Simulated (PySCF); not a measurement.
Isomers of C8H5Cl. Method: PySCF, PBE0-D3(BJ)/def2-SVP geometry optimisation, gas phase. Energies are electronic, without zero-point or thermal terms, for one conformer each. No frequencies were run at this level. Point groups hold within 0.08 Å.

Problem. Order them by energy at this level, lowest first, and give relative energies in kJ/mol.
A. 1-chloro-4-ethynylbenzene, `C#Cc1ccc(Cl)cc1`
B. `C#Cc1cccc(Cl)c1` (1-chloro-3-ethynylbenzene)

Solution. A (0.0), B (1.5).

Neighbours under 10 kJ/mol apart (C#Cc1ccc(Cl)cc1 and C#Cc1cccc(Cl)c1) can change places with a better method, another conformer or zero-point energy.

| SMILES | E (Eh) | E rel (kJ/mol) | dipole (D) | point group | A, B, C (MHz) |
| --- | --- | --- | --- | --- | --- |
| C#Cc1ccc(Cl)cc1 | -767.12225 | 0.0 | 0.89 | C2v | 5667, 690.7, 615.7 |
| C#Cc1cccc(Cl)c1 | -767.12166 | 1.5 | 1.34 | Cs | 2762, 885.1, 670.3 |

Problem. How do the relative energies change in single points at CAM-B3LYP/def2-SVPD (no added dispersion term) on the same geometries?

Solution. 
| SMILES | PBE0-D3(BJ)/def2-SVP (kJ/mol) | CAM-B3LYP/def2-SVPD (kJ/mol) | shift |
| --- | --- | --- | --- |
| C#Cc1ccc(Cl)cc1 | 0.0 | 0.0 | 0.0 |
| C#Cc1cccc(Cl)c1 | 1.5 | 1.1 | -0.4 |

Each column counts from its own lowest isomer. The order is unchanged; the largest shift is 0.4 kJ/mol.
